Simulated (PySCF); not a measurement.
# Reading the logs of faulty runs: C2H7NSi

All numbers below are calculated, not measured. They come from PySCF 2.14.0, an open-source quantum chemistry program, on an isolated molecule that a program drew, which may never have been made. The molecule is C2H7NSi (charge 0, singlet), drawn as the SMILES string `CC(N)=[SiH2]`.

Each row is a Hartree-Fock (HF) and frozen-core CCSD(T) single point in the cc-pV(D+d)Z basis, meant for a local HF minimum. Run 1 is clean. Each other run has one planted mistake out of seven kinds, and not every kind appears here: one electron removed, one electron added, multiplicity raised by two, geometry at a saddle point, minimal basis STO-3G, one bond length entered in bohr, all coordinates scaled. The reference is restricted for singlets and unrestricted otherwise, and also for a bond in bohr. Adding or removing an electron swaps singlet and doublet. Electrons count all cores. HOMO and LUMO are orbital energies over both spins, the gradient is its largest component, and the lowest frequency (negative if imaginary) is given only where the gradient is small. Bond lengths are over the 10 bonds as drawn. T1 is the CCSD diagnostic: over 0.02 (restricted) or 0.045 (unrestricted) a single reference is doubtful.

Geometry of the clean run:
```xyz
11
C2H7NSi, angstrom
C    -2.9540   -0.7901    1.4270
C    -2.6533   -0.7923   -0.0453
N    -1.7710    0.0985   -0.4324
Si   -3.6805   -1.8373   -1.2563
H    -3.8778   -1.3207    1.6405
H    -3.0216    0.2258    1.8262
H    -2.1361   -1.3055    1.9381
H    -1.3883    0.7843    0.1885
H    -1.4818    0.1366   -1.3892
H    -3.6168   -3.1227   -0.4760
H    -2.6150   -2.0403   -2.3089
```

```
run  electrons  basis functions  <S^2>  HOMO (eV)  LUMO (eV)  gradient (hartree/bohr)  lowest frequency (cm^-1)  mean bond (Å)  longest bond (Å)      T1  HF (hartree)  CCSD(T) (hartree)                          mistake
  1         40              100  0.000      -6.85       2.64                  1.7e-05                        89         1.3007             1.901  0.0227    -423.13800         -423.76054                         no fault
  2         39              100  0.758     -15.42      -4.95                  5.7e-02                         -         1.3007             1.901  0.0176    -422.92515         -423.51081             one electron removed
  3         40              100  1.148      -6.96       1.87                  4.2e-02                         -         1.4344             2.840  0.0418    -423.01155         -423.60397  one bond length entered in bohr
  4         40              100  2.015      -6.04       0.85                  7.5e-02                         -         1.3007             1.901  0.0160    -423.09208         -423.68322       multiplicity raised by two
  5         41              100  0.772       0.08       8.84                  7.3e-02                         -         1.3007             1.901  0.0160    -423.09482         -423.71693                                ?
  6         40              100  0.000      -7.05       2.04                  6.0e-02                         -         1.4061             2.055  0.0271    -423.08073         -423.72133                                ?
```

**Which mistake was planted in run 5, and what did it cost?**

It counts 41 electrons, one more than the clean run, at the same geometry and basis. So the mistake is: one electron added. Subtracting run 1 and multiplying by 627.51 kcal/mol a hartree, the energy moved by 27.1 kcal/mol in HF and 27.4 kcal/mol in CCSD(T).

**Which mistake was planted in run 6, and what did it cost?**

The mean and the longest bond both change by the same factor, 1.081, and the gradient is no longer small. So the mistake is: all coordinates scaled. Subtracting run 1 and multiplying by 627.51 kcal/mol a hartree, the energy moved by 35.9 kcal/mol in HF and 24.6 kcal/mol in CCSD(T).

Cautions from the logs. Run 1: T1 is over the limit, so its CCSD(T) energy is less reliable; run 5: the HOMO is above zero, so the electron isn't bound and the energy depends on the basis; run 6: T1 is over the limit, so its CCSD(T) energy is less reliable.
